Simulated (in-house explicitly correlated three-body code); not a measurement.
Computed with an exponentially correlated three-body code. Model: two electrons around a point charge, non-relativistic, variational in 260 exponentially correlated functions (energies converged to about 1e-7 hartree, or 1e-8 relative for large Z).

Command:
```bash
python run_hyl.py task.json out
```
Settings (lengths in bohr, energies in hartree):
```
Z                      3
nuclear_mass           25
interaction_strength   1
functions              260
states_tried           13
```

Time taken, with all properties: 40 s on 1 thread of Arm Neoverse V1 (shared host).

**Those bound S and P states to n = 4 that converged, binding against the one-electron ion.**

Given: nuclear charge 3; mass of the centre 25 electron masses.

Computed: one-electron threshold -4.32692308 hartree.

```json
{"term": "1 1S", "energy (hartree)": "-6.99103655", "binding (eV)": "72.494"}
{"term": "2 3S", "energy (hartree)": "-4.91376732", "binding (eV)": "15.969"}
{"term": "2 1S", "energy (hartree)": "?", "binding (eV)": "?"}
{"term": "2 3P", "energy (hartree)": "-4.84672741", "binding (eV)": "14.145"}
{"term": "2 1P", "energy (hartree)": "-4.79296281", "binding (eV)": "12.682"}
{"term": "3 3S", "energy (hartree)": "-4.56932951", "binding (eV)": "6.5962"}
{"term": "3 1S", "energy (hartree)": "-4.55177843", "binding (eV)": "6.1186"}
{"term": "3 3P", "energy (hartree)": "-4.55176363", "binding (eV)": "6.1182"}
{"term": "3 1P", "energy (hartree)": "-4.53627809", "binding (eV)": "5.6968"}
{"term": "4 3S", "energy (hartree)": "?", "binding (eV)": "?"}
{"term": "4 1S", "energy (hartree)": "-4.45179805", "binding (eV)": "3.398"}
```

Problem. What belongs in the row 2 1S?

Solution. energy (hartree): -4.84693993; binding (eV): 14.15.

Problem. What belongs in the row 4 3S?

Solution. energy (hartree): -4.45884659; binding (eV): 3.5898.

**Converged states only, values per electron or pair.**

```json
{"term": "1 1S", "mean r (bohr)": "0.59634", "mean r squared (bohr²)": "0.48392", "mean inverse r (1/bohr)": "2.5828", "mean r12 (bohr)": "0.89156", "mean inverse r12 (1/bohr)": "1.5149", "mean cosine": "-0.029577", "mean p1 dot p2 (bohr⁻²)": "0.17706", "delta r1 (bohr⁻³)": "6.0862", "delta r12 (bohr⁻³)": "0.47769"}
{"term": "2 3S", "mean r (bohr)": "1.5545", "mean r squared (bohr²)": "4.0861", "mean inverse r (1/bohr)": "1.712", "mean r12 (bohr)": "2.6612", "mean inverse r12 (1/bohr)": "0.44458", "mean cosine": "-0.005907", "mean p1 dot p2 (bohr⁻²)": "0.0034458", "delta r1 (bohr⁻³)": "4.0576", "delta r12 (bohr⁻³)": "-"}
{"term": "2 1S", "mean r (bohr)": "1.71", "mean r squared (bohr²)": "5.0785", "mean inverse r (1/bohr)": "1.6921", "mean r12 (bohr)": "2.9558", "mean inverse r12 (1/bohr)": "0.45877", "mean cosine": "-0.010584", "mean p1 dot p2 (bohr⁻²)": "-0.017223", "delta r1 (bohr⁻³)": "4.0175", "delta r12 (bohr⁻³)": "0.058308"}
{"term": "2 3P", "mean r (bohr)": "1.4419", "mean r squared (bohr²)": "3.5641", "mean inverse r (1/bohr)": "1.6995", "mean r12 (bohr)": "2.4584", "mean inverse r12 (1/bohr)": "0.50325", "mean cosine": "-0.051849", "mean p1 dot p2 (bohr⁻²)": "-0.33806", "delta r1 (bohr⁻³)": "3.754", "delta r12 (bohr⁻³)": "-"}
{"term": "2 1P", "mean r (bohr)": "1.6131", "mean r squared (bohr²)": "4.553", "mean inverse r (1/bohr)": "1.6745", "mean r12 (bohr)": "2.7529", "mean inverse r12 (1/bohr)": "0.4613", "mean cosine": "0.014347", "mean p1 dot p2 (bohr⁻²)": "0.1854", "delta r1 (bohr⁻³)": "3.8366", "delta r12 (bohr⁻³)": "0.0075028"}
{"term": "3 3S", "mean r (bohr)": "?", "mean r squared (bohr²)": "?", "mean inverse r (1/bohr)": "?", "mean r12 (bohr)": "?", "mean inverse r12 (1/bohr)": "?", "mean cosine": "?", "mean p1 dot p2 (bohr⁻²)": "?", "delta r1 (bohr⁻³)": "?", "delta r12 (bohr⁻³)": "-"}
{"term": "3 1S", "mean r (bohr)": "?", "mean r squared (bohr²)": "?", "mean inverse r (1/bohr)": "?", "mean r12 (bohr)": "?", "mean inverse r12 (1/bohr)": "?", "mean cosine": "?", "mean p1 dot p2 (bohr⁻²)": "?", "delta r1 (bohr⁻³)": "?", "delta r12 (bohr⁻³)": "?"}
{"term": "3 3P", "mean r (bohr)": "3.338", "mean r squared (bohr²)": "22.041", "mean inverse r (1/bohr)": "1.5537", "mean r12 (bohr)": "6.1901", "mean inverse r12 (1/bohr)": "0.21872", "mean cosine": "-0.012133", "mean p1 dot p2 (bohr⁻²)": "-0.089703", "delta r1 (bohr⁻³)": "3.8044", "delta r12 (bohr⁻³)": "-"}
{"term": "3 1P", "mean r (bohr)": "3.5828", "mean r squared (bohr²)": "25.597", "mean inverse r (1/bohr)": "1.5469", "mean r12 (bohr)": "6.6676", "mean inverse r12 (1/bohr)": "0.2089", "mean cosine": "0.0052409", "mean p1 dot p2 (bohr⁻²)": "0.05105", "delta r1 (bohr⁻³)": "3.8241", "delta r12 (bohr⁻³)": "0.002627"}
{"term": "4 3S", "mean r (bohr)": "5.9524", "mean r squared (bohr²)": "73.084", "mean inverse r (1/bohr)": "1.5058", "mean r12 (bohr)": "11.4", "mean inverse r12 (1/bohr)": "0.1172", "mean cosine": "4.4914e-05", "mean p1 dot p2 (bohr⁻²)": "-0.0048833", "delta r1 (bohr⁻³)": "3.8459", "delta r12 (bohr⁻³)": "-"}
{"term": "4 1S", "mean r (bohr)": "6.2681", "mean r squared (bohr²)": "81.408", "mean inverse r (1/bohr)": "1.5036", "mean r12 (bohr)": "12.03", "mean inverse r12 (1/bohr)": "0.11824", "mean cosine": "-0.00061043", "mean p1 dot p2 (bohr⁻²)": "-0.0066022", "delta r1 (bohr⁻³)": "3.8432", "delta r12 (bohr⁻³)": "0.0071011"}
```

Problem. What belongs in the row 3 3S?

Solution. mean r (bohr): 3.364; mean r squared (bohr²): 22.063; mean inverse r (1/bohr): 1.5574; mean r12 (bohr): 6.237; mean inverse r12 (1/bohr): 0.20549; mean cosine: -0.0008901; mean p1 dot p2 (bohr⁻²): -0.0057257; delta r1 (bohr⁻³): 3.8841.

Problem. What belongs in the row 3 1S?

Solution. mean r (bohr): 3.5989; mean r squared (bohr²): 25.505; mean inverse r (1/bohr): 1.552; mean r12 (bohr): 6.7026; mean inverse r12 (1/bohr): 0.20851; mean cosine: -0.0023743; mean p1 dot p2 (bohr⁻²): -0.010354; delta r1 (bohr⁻³): 3.8762; delta r12 (bohr⁻³): 0.017037.
